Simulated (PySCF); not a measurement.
## Vibration and rotation of SeCl

UHF-CCSD(T) constants of SeCl, ²Π (doublet), unpaired electrons π ↑ (PySCF, no relativity, basis sets Se def2-TZVPP, Cl def2-TZVPP; masses 79.9165 and 34.9689 u):

```
ωe              : 443.6 cm⁻¹
ωexe            : 1.66 cm⁻¹
Be              : 0.15176 cm⁻¹
αe              : 0.000774 cm⁻¹
D (centrifugal) : 7.1e-08 cm⁻¹
De to Se + Cl   : 2.52 eV
```

(1) Give the vibrational terms G(v) and spacings up to v = 3.

(2) How well does the Morse estimate ωe²/(4ωexe) reproduce De, and what is D0?

Correlated steps freeze 14 core orbitals. Spin–orbit coupling is left out. The state is the lowest determinant that a PBE0 search found; another state may lie lower at other levels.

Answers

(1) G(v) = ωe(v+½) − ωexe(v+½)².

```json
{"v": "0", "G(v) (cm⁻¹)": "221", "G(v) − G(v−1)": "", "Bv (cm⁻¹)": "0.1514"}
{"v": "1", "G(v) (cm⁻¹)": "662", "G(v) − G(v−1)": "440", "Bv (cm⁻¹)": "0.1506"}
{"v": "2", "G(v) (cm⁻¹)": "1099", "G(v) − G(v−1)": "437", "Bv (cm⁻¹)": "0.1498"}
{"v": "3", "G(v) (cm⁻¹)": "1532", "G(v) − G(v−1)": "434", "Bv (cm⁻¹)": "0.1491"}
```

(2) It gives 3.67 eV, 146 % of the computed De. D0 = De − G(0) = 2.52 − 0.03 = 2.49 eV.
